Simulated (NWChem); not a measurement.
The numbers come from NWChem runs, not from measurements. System: iminoborane (H2BN), charge 0, spin multiplicity 1, at a geometry optimised with PBE/def2-SVP. Level: CIS/aug-cc-pVDZ.

Job file:

```
start mol
memory heap 200 mb stack 900 mb global 1100 mb
geometry units angstroms nocenter noautoz
  B      0.000000     0.000000    -0.701057
  N      0.000000     0.000000     0.548845
  H      0.000000     0.000000    -1.891011
  H      0.000000     0.000000     1.554379
  symmetry group C2v
end
basis spherical
  * library aug-cc-pvdz
end
dft
  xc hfexch
  semidirect memsize 60000000 filesize 0
  iterations 100
end
tddft
  cis
  nroots 8
  notriplet
  thresh 1e-4
end
task tddft energy
```

Part of the output:

```
             Northwest Computational Chemistry Package (NWChem) 7.3.0
             --------------------------------------------------------

                                NWChem Input Module
                                -------------------

 Scaling coordinates for geometry "geometry" by  1.889725989
 (inverse scale =  0.529177249)

 Turning off AUTOSYM since
 SYMMETRY directive was detected!

                             Geometry "geometry" -> ""
                             -------------------------

 Output coordinates in angstroms (scale by  1.889725989 to convert to a.u.)

  No.       Tag          Charge          X              Y              Z
 ---- ---------------- ---------- -------------- -------------- --------------
    1 B                    5.0000     0.00000000     0.00000000    -0.70105700
    2 N                    7.0000     0.00000000     0.00000000     0.54884500
    3 H                    1.0000     0.00000000     0.00000000    -1.89101100
    4 H                    1.0000     0.00000000     0.00000000     1.55437900

 Effective nuclear repulsion energy (a.u.)      23.5704249663

            Nuclear Dipole moment (a.u.)
            ----------------------------
        X                 Y               Z
 ---------------- ---------------- ----------------
     0.0000000000     0.0000000000    -0.0000037795

      Symmetry information
      --------------------

 Group name             C2v
 Group number             16
 Group order               4
 No. of unique centers     4

      Symmetry unique atoms

     1    2    3    4


 Summary of "ao basis" -> "" (spherical)
 ------------------------------------------------------------------------------
       Tag                 Description            Shells   Functions and Types
 ---------------- ------------------------------  ------  ---------------------
 *                        aug-cc-pvdz                 on all atoms

  xc_inp: hfexch multiplicative factor not found.

                                 NWChem DFT Module
                                 -----------------

 Summary of "ao basis" -> "ao basis" (spherical)
 ------------------------------------------------------------------------------
       Tag                 Description            Shells   Functions and Types
 ---------------- ------------------------------  ------  ---------------------
 B                        aug-cc-pvdz                9       23   4s3p2d
 N                        aug-cc-pvdz                9       23   4s3p2d
 H                        aug-cc-pvdz                5        9   3s2p

 Summary of "ao basis" -> "ao basis" (spherical)
 ------------------------------------------------------------------------------
       Tag                 Description            Shells   Functions and Types
 ---------------- ------------------------------  ------  ---------------------
 B                        aug-cc-pvdz                9       23   4s3p2d
 N                        aug-cc-pvdz                9       23   4s3p2d
 H                        aug-cc-pvdz                5        9   3s2p

      Symmetry analysis of basis
      --------------------------

        a1         32
        a2          4
        b1         14
        b2         14

            General Information
            -------------------
          SCF calculation type: DFT
          Wavefunction type:  closed shell.
          No. of atoms     :     4
          No. of electrons :    14
           Alpha electrons :     7
            Beta electrons :     7
          Charge           :     0
          Spin multiplicity:     1
          Use of symmetry is: off; symmetry adaption is: on
          Maximum number of iterations: 100
          AO basis - number of functions:    64
                     number of shells:    28
          Convergence on energy requested:  1.00D-06
          Convergence on density requested:  1.00D-05
          Convergence on gradient requested:  5.00D-04

              XC Information
              --------------
                     Hartree-Fock (Exact) Exchange  1.000

          Convergence Information
          -----------------------
          Convergence aids based upon iterative change in
          total energy or number of iterations.
          Levelshifting, if invoked, occurs when the
          HOMO/LUMO gap drops below (HL_TOL):  1.00D-02
          DIIS, if invoked, will attempt to extrapolate
          using up to (NFOCK): 10 stored Fock matrices.

                    Damping( 0%)  Levelshifting(0.5)       DIIS
                  --------------- ------------------- ---------------
          dE  on:    start            ASAP                start
          dE off:    2 iters        100 iters           100 iters

      Screening Tolerance Information
      -------------------------------
          Density screening/tol_rho:  1.00D-10
          AO Gaussian exp screening on grid/accAOfunc:  14
          CD Gaussian exp screening on grid/accCDfunc:  20
          XC Gaussian exp screening on grid/accXCfunc:  20
          Schwarz screening/accCoul:  1.00D-08

      Superposition of Atomic Density Guess
      -------------------------------------

 Sum of atomic energies:         -79.83451353

      Non-variational initial energy
      ------------------------------

 Total energy =     -80.490515
 1-e energy   =    -152.919476
 2-e energy   =      48.858536
 HOMO         =      -0.569075
 LUMO         =      -0.411985

      Symmetry analysis of molecular orbitals - initial
      -------------------------------------------------

 !! scf_movecs_sym_adapt:   36 vectors were symmetry contaminated
[...]
     Occ.    7  b2  ---  Virt.   16  b1       0.19995
     Occ.    7  b2  ---  Virt.   24  b1      -0.12940
     Occ.    7  b2  ---  Virt.   28  b1      -0.15039
  ----------------------------------------------------------------------------
  Root   2 singlet a2             0.266831545 a.u.                7.2609 eV
  ----------------------------------------------------------------------------
     Transition Moments    X  0.00000   Y -0.00000   Z  0.00000
     Transition Moments   XX -0.00000  XY -0.73836  XZ  0.00000
     Transition Moments   YY  0.00000  YZ  0.00000  ZZ -0.00000
     Dipole Oscillator Strength                    0.0000000000
     Electric Quadrupole                           0.0000000552
     Magnetic Dipole                               0.0000000000
     Total Oscillator Strength                     0.0000000552

          sigma_e =   1.8218 Angstrom
          sigma_h =   1.0901 Angstrom
         |d_h->e| =   0.9307 Angstrom
            d_exc =   2.3117 Angstrom
            d_CD1 =   1.6624 Angstrom
            d_CD2 =  -0.5252 Angstrom
            d_CD3 =   3.2424 Angstrom
     Pearson C.C. =   0.0074

     Occ.    6  b1  ---  Virt.   10  b2       0.34944
     Occ.    6  b1  ---  Virt.   14  b2       0.55120
     Occ.    6  b1  ---  Virt.   17  b2       0.19395
     Occ.    6  b1  ---  Virt.   25  b2       0.12264
     Occ.    6  b1  ---  Virt.   27  b2       0.13619
     Occ.    7  b2  ---  Virt.   11  b1       0.34944
     Occ.    7  b2  ---  Virt.   15  b1       0.55120
     Occ.    7  b2  ---  Virt.   16  b1       0.19395
     Occ.    7  b2  ---  Virt.   24  b1      -0.12264
     Occ.    7  b2  ---  Virt.   28  b1      -0.13619
  ----------------------------------------------------------------------------
  Root   3 singlet a1             0.266831545 a.u.                7.2609 eV
  ----------------------------------------------------------------------------
     Transition Moments    X -0.00000   Y  0.00000   Z -0.00000
     Transition Moments   XX  0.73836  XY -0.00000  XZ -0.00000
     Transition Moments   YY -0.73836  YZ  0.00000  ZZ -0.00000
     Dipole Oscillator Strength                    0.0000000000
     Electric Quadrupole                           0.0000000552
     Magnetic Dipole                               0.0000000000
     Total Oscillator Strength                     0.0000000552

          sigma_e =   1.8218 Angstrom
          sigma_h =   1.0901 Angstrom
         |d_h->e| =   0.9307 Angstrom
            d_exc =   2.3117 Angstrom
            d_CD1 =   1.6624 Angstrom
            d_CD2 =  -0.5252 Angstrom
            d_CD3 =   3.2424 Angstrom
     Pearson C.C. =   0.0074

     Occ.    6  b1  ---  Virt.   11  b1      -0.34944
     Occ.    6  b1  ---  Virt.   15  b1      -0.55120
     Occ.    6  b1  ---  Virt.   16  b1      -0.19395
     Occ.    6  b1  ---  Virt.   24  b1       0.12264
     Occ.    6  b1  ---  Virt.   28  b1       0.13619
     Occ.    7  b2  ---  Virt.   10  b2       0.34944
     Occ.    7  b2  ---  Virt.   14  b2       0.55120
     Occ.    7  b2  ---  Virt.   17  b2       0.19395
     Occ.    7  b2  ---  Virt.   25  b2       0.12264
     Occ.    7  b2  ---  Virt.   27  b2       0.13619
  ----------------------------------------------------------------------------
  Root   4 singlet b2             0.297263123 a.u.                8.0889 eV
  ----------------------------------------------------------------------------
     Transition Moments    X -0.00000   Y  0.65438   Z -0.00000
     Transition Moments   XX  0.00000  XY -0.00000  XZ -0.00000
     Transition Moments   YY  0.00000  YZ  0.69578  ZZ -0.00000
     Dipole Oscillator Strength                    0.0848601870
     Electric Quadrupole                           0.0000000677
     Magnetic Dipole                               0.0000000689
     Total Oscillator Strength                     0.0848603236

          sigma_e =   2.8227 Angstrom
          sigma_h =   1.0920 Angstrom
         |d_h->e| =   1.2467 Angstrom
            d_exc =   3.2651 Angstrom
            d_CD1 =   2.9773 Angstrom
            d_CD2 =  -0.7107 Angstrom
            d_CD3 =   4.5118 Angstrom
     Pearson C.C. =   0.0086

     Occ.    7  b2  ---  Virt.    8  a1      -0.85337
     Occ.    7  b2  ---  Virt.    9  a1      -0.13914
     Occ.    7  b2  ---  Virt.   12  a1      -0.21474
     Occ.    7  b2  ---  Virt.   13  a1       0.21958
     Occ.    7  b2  ---  Virt.   18  a1      -0.35466
     Occ.    7  b2  ---  Virt.   19  a1       0.11630
     Occ.    7  b2  ---  Virt.   23  a1       0.07834
     Occ.    7  b2  ---  Virt.   26  a1       0.05511
     Occ.    7  b2  ---  Virt.   29  a1       0.06630
  ----------------------------------------------------------------------------
  Root   5 singlet b1             0.297263123 a.u.                8.0889 eV
  ----------------------------------------------------------------------------
     Transition Moments    X -0.65438   Y -0.00000   Z -0.00000
     Transition Moments   XX -0.00000  XY -0.00000  XZ -0.69578
     Transition Moments   YY -0.00000  YZ -0.00000  ZZ  0.00000
     Dipole Oscillator Strength                    0.0848601870
     Electric Quadrupole                           0.0000000677
     Magnetic Dipole                               0.0000000689
     Total Oscillator Strength                     0.0848603236

          sigma_e =   2.8227 Angstrom
          sigma_h =   1.0920 Angstrom
         |d_h->e| =   1.2467 Angstrom
            d_exc =   3.2651 Angstrom
            d_CD1 =   2.9773 Angstrom
            d_CD2 =  -0.7107 Angstrom
            d_CD3 =   4.5118 Angstrom
     Pearson C.C. =   0.0086

     Occ.    6  b1  ---  Virt.    8  a1       0.85337
     Occ.    6  b1  ---  Virt.    9  a1       0.13914
     Occ.    6  b1  ---  Virt.   12  a1       0.21474
     Occ.    6  b1  ---  Virt.   13  a1      -0.21958
     Occ.    6  b1  ---  Virt.   18  a1       0.35466
     Occ.    6  b1  ---  Virt.   19  a1      -0.11630
     Occ.    6  b1  ---  Virt.   23  a1      -0.07834
     Occ.    6  b1  ---  Virt.   26  a1      -0.05511
     Occ.    6  b1  ---  Virt.   29  a1      -0.06630
  ----------------------------------------------------------------------------
  Root   6 singlet b1             0.342740381 a.u.                9.3264 eV
  ----------------------------------------------------------------------------
     Transition Moments    X -0.41176   Y  0.00000   Z  0.00000
     Transition Moments   XX -0.00000  XY -0.00000  XZ  0.64762
     Transition Moments   YY -0.00000  YZ -0.00000  ZZ  0.00000
     Dipole Oscillator Strength                    0.0387393091
     Electric Quadrupole                           0.0000000899
     Magnetic Dipole                               0.0000000015
     Total Oscillator Strength                     0.0387394005

          sigma_e =   3.5648 Angstrom
          sigma_h =   1.0904 Angstrom
         |d_h->e| =   0.8161 Angstrom
            d_exc =   3.8108 Angstrom
            d_CD1 =   3.2906 Angstrom
            d_CD2 =  -1.5115 Angstrom
            d_CD3 =   4.6269 Angstrom
     Pearson C.C. =   0.0053

     Occ.    6  b1  ---  Virt.    9  a1      -0.63948
     Occ.    6  b1  ---  Virt.   12  a1       0.67892
     Occ.    6  b1  ---  Virt.   13  a1       0.06934
     Occ.    6  b1  ---  Virt.   18  a1      -0.20167
     Occ.    6  b1  ---  Virt.   19  a1      -0.23776
     Occ.    6  b1  ---  Virt.   22  a1      -0.13313
     Occ.    6  b1  ---  Virt.   29  a1       0.05357
  ----------------------------------------------------------------------------
  Root   7 singlet b2             0.342740381 a.u.                9.3264 eV
  ----------------------------------------------------------------------------
     Transition Moments    X  0.00000   Y  0.41176   Z  0.00000
     Transition Moments   XX  0.00000  XY -0.00000  XZ -0.00000
     Transition Moments   YY  0.00000  YZ -0.64762  ZZ -0.00000
     Dipole Oscillator Strength                    0.0387393091
     Electric Quadrupole                           0.0000000899
     Magnetic Dipole                               0.0000000015
     Total Oscillator Strength                     0.0387394005

          sigma_e =   3.5648 Angstrom
          sigma_h =   1.0904 Angstrom
         |d_h->e| =   0.8161 Angstrom
            d_exc =   3.8108 Angstrom
            d_CD1 =   3.2906 Angstrom
            d_CD2 =  -1.5115 Angstrom
            d_CD3 =   4.6269 Angstrom
     Pearson C.C. =   0.0053

     Occ.    7  b2  ---  Virt.    9  a1       0.63948
     Occ.    7  b2  ---  Virt.   12  a1      -0.67892
     Occ.    7  b2  ---  Virt.   13  a1      -0.06934
     Occ.    7  b2  ---  Virt.   18  a1       0.20167
     Occ.    7  b2  ---  Virt.   19  a1       0.23776
     Occ.    7  b2  ---  Virt.   22  a1       0.13313
     Occ.    7  b2  ---  Virt.   29  a1      -0.05357
  ----------------------------------------------------------------------------
  Root   8 singlet a1             0.351958947 a.u.                9.5773 eV
  ----------------------------------------------------------------------------
     Transition Moments    X -0.00000   Y -0.00000   Z  0.42650
     Transition Moments   XX -1.82948  XY -0.00000  XZ -0.00000
     Transition Moments   YY -1.82948  YZ  0.00000  ZZ -0.20044
     Dipole Oscillator Strength                    0.0426815718
     Electric Quadrupole                           0.0000002054
     Magnetic Dipole                               0.0000000000
     Total Oscillator Strength                     0.0426817772

          sigma_e =   4.0127 Angstrom
          sigma_h =   1.0950 Angstrom
         |d_h->e| =   1.3199 Angstrom
            d_exc =   4.3480 Angstrom
            d_CD1 =   4.2375 Angstrom
            d_CD2 =  -1.2340 Angstrom
            d_CD3 =   5.6679 Angstrom
     Pearson C.C. =   0.0156

     Occ.    6  b1  ---  Virt.   11  b1       0.69485
     Occ.    6  b1  ---  Virt.   16  b1       0.09808
     Occ.    7  b2  ---  Virt.   10  b2       0.69485
     Occ.    7  b2  ---  Virt.   17  b2       0.09808

              Target root =      1
          Target symmetry = none
      Ground state energy =    -80.305839279178
        Excitation energy =      0.257907204019
     Excited state energy =    -80.047932075159

  stored tddft:energy   -80.047932075159139

 Task  times  cpu:       27.2s     wall:       27.2s

 Total times  cpu:       27.3s     wall:       27.3s
```
